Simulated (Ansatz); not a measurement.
C$_{2}$H$_{9}$AsO$_{2}$Si (`CO[As]([SiH3])OC`). The species carries charge 0 and has multiplicity 1. Correlated methods include outer-core shells of As, which these sets cover unevenly. Scalar relativity is left out up to krypton.

```xyz
15

C     0.2017    2.1579    0.8636
O     0.6863    1.2266   -0.0797
As    0.7093   -0.5016    0.4087
Si    1.7857   -1.1117   -1.6313
O    -0.8723   -1.0853   -0.2107
C    -1.9657   -1.0559    0.6811
H     0.6665    3.1242    0.6549
H    -0.8853    2.2704    0.7827
H     0.4466    1.8699    1.8938
H     1.0334   -0.5409   -2.7744
H     3.1769   -0.5890   -1.6072
H     1.8264   -2.5949   -1.7201
H    -1.6617   -1.2564    1.7163
H    -2.4733   -0.0853    0.6493
H    -2.6746   -1.8278    0.3732
```

(1) Give the diagnostics of a CCSD(T)/def2-TZVPP run (frozen core, Ansatz 0.2.0). (Best estimate.)

Answers

(1) The calculation gave: T1 = 0.0134, largest single amplitude 0.024, largest double 0.040, (T) share of the correlation energy 3.8 %, 10 CCSD cycles. The RHF solution is stable towards an unrestricted one. T1 lies under the customary mark of 0.02 for closed shells.
